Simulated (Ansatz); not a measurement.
Calculated with Ansatz (gas phase, PBE0-D4/def2-TZVP geometries, no zero-point term in ΔE). CCSD(T)/CBS adds triple-zeta CCSD(T) − MP2 to the extrapolated MP2 energy (def2 sets, frozen cores). This one scheme is used for every species. DFT in def2-TZVPP. B3LYP here is the variant with VWN-RPA as its local correlation; programs differ in this. Triplets are unrestricted, without spin–orbit coupling. One conformer a species, not always the lowest.

Reaction (formal loss of a carbene): `CC(C)COC(=O)CCCl` → `CCCOC(=O)CCCl` + `[CH2]` (triplet)

Question: Is it downhill or uphill in electronic energy at CCSD(T)/CBS, and by how much? (An estimate is asked.)

Answer: The calculation gave: Uphill: ΔE = +104.8 kcal/mol.

Question: What do these levels give: r2SCAN-D4, PBE0-D4, B3LYP-D4, ωB97X-V, ωB97M-V, r2SCAN, HF/def2-TZVPP, CCSD/def2-TZVPP, HF/def2-QZVPP, SCS-MP2/def2-QZVPP, HF/CBS(def2), MP2/CBS(def2)? (Best estimate.)

Answer: The calculation gave: r2SCAN-D4 98.9, PBE0-D4 103.5, B3LYP-D4 102.2, ωB97X-V 106.9, ωB97M-V 105.0, r2SCAN 98.1, HF/def2-TZVPP 67.4, CCSD/def2-TZVPP 99.3, HF/def2-QZVPP 67.4, SCS-MP2/def2-QZVPP 107.1, HF/CBS(def2) 67.4, MP2/CBS(def2) 108.3 kcal/mol.

Largest T1 diagnostic among the species: 0.012.

The D4 term adds +3.3 kcal/mol with B3LYP and +1.9 kcal/mol with PBE0; it sums over pairs of atoms, weighted by their polarisabilities, and B3LYP, whose exchange is more repulsive, gets the larger term. In def2-TZVPP, CCSD(T) changes the Hartree–Fock value by +34.9 kcal/mol (the triples alone add +3.0 kcal/mol) and MP2 by +38.3 kcal/mol. From PBE to PBE0 (25 % exact exchange), in def2-TZVPP and without D4, ΔE moves by −1.8 kcal/mol.
